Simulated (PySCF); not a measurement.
Compound: C9H8O.
Z-matrix (Å and degrees, PBE0-D3(BJ)/def2-SVP geometry), rows numbered from 1:
```
C 
C   1  1.3386
C   2  1.4672  1  127.08
C   3  1.4073  2  118.80  1   179.98
C   4  1.3865  3  121.23  2  -179.85
C   5  1.3996  4  119.91  3    -0.07
C   6  1.4768  5  120.13  4   179.88
O   7  1.2058  6  124.48  5    -0.36
C   6  1.4002  5  119.43  4    -0.00
C   9  1.3870  6  120.55  5     0.06
H   1  1.0931  2  122.60  3     0.02
H   1  1.0920  2  120.76  3  -179.97
H   2  1.0954  1  118.24  3   179.96
H   4  1.0930  3  118.92  2     0.11
H   5  1.0923  4  121.71  3   179.90
H   7  1.1210  6  114.48  5   179.57
H   9  1.0940  6  119.38  5  -179.98
H  10  1.0915  3  119.94  2    -0.09
```

Linear response at CAM-B3LYP/def2-SVPD (PySCF, frozen core in the response, non-relativistic). Geometry: PBE0-D3(BJ)/def2-SVP, one conformer, isolated molecule.

Static isotropic polarisability: 117.44 au (17.40 Å³), principal values 60.8, 107.7, 183.8 au.

Problem. What is the polarisability at 1064 nm and at the sodium D line?

Solution. 119.92 au at 1064 nm (+2.1 %), 126.56 au at 589.3 nm (+7.8 %). The rise at 589.3 nm is 3.68 times that at 1064 nm; a pure ω² law gives 3.26. The lowest singlet lies at 322 nm, shorter than both wavelengths.

Problem. What is the isotropic C6 coefficient between two such molecules, C6 = (3/π)∫α(iω)² dω?

Solution. 4539 au (Eh·bohr⁶) by a ten-point quadrature over imaginary frequencies, which is 2710 eV·Å⁶ or 262 J·nm⁶/mol.

Problem. Which effective excitation energy ω̄ makes London's formula C6 = (3/4)α²ω̄ exact here?

Solution. ω̄ = 4·C6/(3α²) = 0.439 Eh = 11.9 eV. A one-pole form α(ω) = α/(1 − ω²/ω̄²) fitted to the 1064 nm value gives 8.1 eV.

Problem. How many electrons N does the Slater–Kirkwood formula C6 = (3/4)·√N·α^(3/2) need to give this C6?

Solution. N = (4·C6/3)²/α³ = 22.6; the species has 70 electrons in all.

Problem. What three-body coefficient follows from the one-pole estimate C9 = (3/4)·α·C6?

Solution. 400000 au. This is an estimate from the two numbers above, not a computed integral.

Problem. What n − 1 at the D line would an ideal gas of it have at 273.15 K and 1 atm (2.6868 × 10¹⁹ cm⁻³), by n − 1 = 2π·N·α′?

Solution. 31.66 × 10⁻⁴, a formal value whether or not that pressure can be reached.

Problem. How anisotropic is the static polarisability, by Δα² = ½[(α1 − α2)² + (α2 − α3)² + (α3 − α1)²]?

Solution. Δα = 107.5 au, or 0.92 of the isotropic value.
